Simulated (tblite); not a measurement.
Compound: C₇H₉O (doublet state).
Geometry (GFN2-xTB, Å), atoms numbered from 1 in this order:
```
atom  x, y, z in Å
O1     2.0934    0.4678   -1.1165
C2     0.9273    0.6520   -0.3870
C3     0.6628   -0.3652    0.7515
C4     0.3554   -1.6184   -0.0735
C5    -0.2458   -1.1808   -1.1564
C6    -0.4008    0.3009   -1.1213
C7    -1.4241    0.5945   -0.0054
C8    -0.6901    0.1472    1.2753
H9     2.0972   -0.4418   -1.4463
H10    0.9545    1.6879   -0.0410
H11    1.4399   -0.4829    1.5034
H12    0.5762   -2.6157    0.2512
H13   -0.5850    0.8061   -2.0644
H14   -1.6546    1.6595    0.0181
H15   -2.3513    0.0458   -0.1635
H16   -1.2294   -0.6314    1.8127
H17   -0.5324    0.9868    1.9528
```

Method: GFN2-xTB as coded in tblite; computed harmonic values from a numerical Hessian at the method's own geometry, unscaled. The method is semi-empirical: single wavenumbers can be off by several per cent or more. One conformer, not necessarily the lowest. Open shells enter through the occupations alone, without spin polarisation, and single modes of such species can be off by tens of per cent.

Harmonic wavenumbers (cm⁻¹): 232.0, 234.9, 311.7, 373.3, 449.6, 461.8, 553.3, 646.5, 746.9, 762.0, 785.3, 822.8, 893.1, 911.6, 949.4, 963.9, 987.2, 1016.9, 1047.6, 1061.6, 1084.8, 1127.4, 1135.4, 1144.1, 1157.7, 1188.6, 1192.3, 1209.2, 1235.2, 1252.1, 1285.0, 1288.2, 1364.9, 1472.0, 1492.8, 1656.6, 2966.6, 2978.5, 2993.5, 3002.1, 3006.6, 3013.1, 3031.3, 3158.7, 3471.5.

A = 3408, B = 2267, C = 2183 MHz; mass 109.065 u (most abundant isotopes); point group C1, symmetry number 1; spin multiplicity 2.

Problem. Zero-point energy?

Solution. ½Σν̃ = 31060 cm⁻¹ = 371.56 kJ/mol.

Problem. Give the ideal-gas entropy at 200 K and 1 bar in the rigid-rotor, harmonic-oscillator model (classical rotation).

Solution. Translation 159.07, rotation 109.44, vibration 20.75, spin (R ln 2) 5.76: S = 295.0 J/(mol K).

Problem. And Cp and H(200 K) − H(0)?

Solution. Cp = 76.79 J/(mol K), of which vibrations give 43.53 (their classical limit is 45 R = 374.2); H(200 K) − H(0) = 9.59 kJ/mol without the zero-point energy, 2.94 from vibrations.

Problem. What must be added to the electronic energy to get the Gibbs energy at 200 K and 1 bar?

Solution. ZPE + [H(200 K) − H(0)] − T·S = 371.56 + 9.59 − 59.00 = 322.15 kJ/mol.

Problem. How do the functions run with temperature in this model?

Solution. 
```json
{"T (K)": "50", "S (J/(mol K))": "228.3", "Cp (J/(mol K))": "34.3", "H − H(0) (kJ/mol)": "1.67", "G − H(0) (kJ/mol)": "-9.75", "ln q(vib)": "0.00"}
{"T (K)": "100", "S (J/(mol K))": "254.8", "Cp (J/(mol K))": "44.7", "H − H(0) (kJ/mol)": "3.61", "G − H(0) (kJ/mol)": "-21.87", "ln q(vib)": "0.09"}
{"T (K)": "298.15", "S (J/(mol K))": "333.2", "Cp (J/(mol K))": "118.6", "H − H(0) (kJ/mol)": "19.12", "G − H(0) (kJ/mol)": "-80.23", "ln q(vib)": "1.78"}
{"T (K)": "373.15", "S (J/(mol K))": "363.5", "Cp (J/(mol K))": "151.9", "H − H(0) (kJ/mol)": "29.28", "G − H(0) (kJ/mol)": "-106.35", "ln q(vib)": "2.80"}
{"T (K)": "500", "S (J/(mol K))": "415.0", "Cp (J/(mol K))": "200.3", "H − H(0) (kJ/mol)": "51.74", "G − H(0) (kJ/mol)": "-155.73", "ln q(vib)": "4.81"}
{"T (K)": "750", "S (J/(mol K))": "509.4", "Cp (J/(mol K))": "264.3", "H − H(0) (kJ/mol)": "110.53", "G − H(0) (kJ/mol)": "-271.54", "ln q(vib)": "9.27"}
{"T (K)": "1000", "S (J/(mol K))": "591.3", "Cp (J/(mol K))": "303.8", "H − H(0) (kJ/mol)": "181.90", "G − H(0) (kJ/mol)": "-409.38", "ln q(vib)": "13.81"}
```

q(vib) and H(0) count from the zero-point level.

Hindered rotation and anharmonicity are outside this model. Other conformers, if any are populated, would add a mixing term that is left out. The structure is chiral; the term R ln 2 for an equal mix with its mirror image is left out.
